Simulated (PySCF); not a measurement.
Isomers of [C5H3O2S]- (charge -1), one GFN2-xTB conformer each. Single-point energies are computed at PBE0/pcSseg-1 (PySCF, gas phase, no added dispersion term), electronic only.

```tsv
SMILES	GFN2-xTB relative energy (kJ/mol)
O=C([O-])c1cccs1	20.2
O=Cc1ccsc1[O-]	0.0
```

Conformers: `[O:1]=[CH:2][c:3]1[cH:4][cH:5][s:6][c:7]1[O-:8]` (charge -1) with O1–C2–C3–C4 0°.

Question: What does PBE0/pcSseg-1 give for the same structures?

Answer: 
```csv
SMILES,PBE0/pcSseg-1 E (Eh),PBE0/pcSseg-1 (kJ/mol),GFN2-xTB (kJ/mol),point group
O=C([O-])c1cccs1,-740.46204,0.0,20.2,Cs
O=Cc1ccsc1[O-],-740.46062,3.7,0.0,Cs
```

GFN2-xTB puts O=Cc1ccsc1[O-] lowest instead. Neighbours under 21 kJ/mol apart (O=C([O-])c1cccs1 and O=Cc1ccsc1[O-]) can change places with a better method, another conformer or zero-point energy.
